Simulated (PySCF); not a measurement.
# Ionisation energy of Ce(47+) by level of theory

Ce(47+) [Ne] 3s1 [3s1/2^1, M_J = 1/2] → Ce(48+) [Ne], as a difference of total energies. Calculation: PySCF 2.14, in an uncontracted even-tempered set (18 s from 12 bohr⁻², ratio 2.4; 14 p from 15 bohr⁻², ratio 2.4; 4 d from 48 bohr⁻², ratio 2.6; 4 f from 73 bohr⁻², ratio 2.6); the two-component X2C-1e Hamiltonian. Correlated levels: 1s2 frozen; the 54 highest virtual spinors dropped. "Screened" scales the spin-orbit matrix elements by Boettger's factors to mimic the two-electron term; Breit and QED terms are absent.

```json
{"method": "GHF (spin-free)", "ionisation energy (eV)": "3965.1"}
{"method": "GMP2 (spin-free)", "ionisation energy (eV)": "3965.8"}
{"method": "GHF (screened spin-orbit)", "ionisation energy (eV)": "3964.9"}
{"method": "GMP2 (screened spin-orbit)", "ionisation energy (eV)": "3965.7"}
```

Breit and QED terms and the two-electron picture change are absent.

For comparison: 3963 ± 4 eV (theoretical estimate listed by NIST; NIST Atomic Spectra Database, ionization energies).
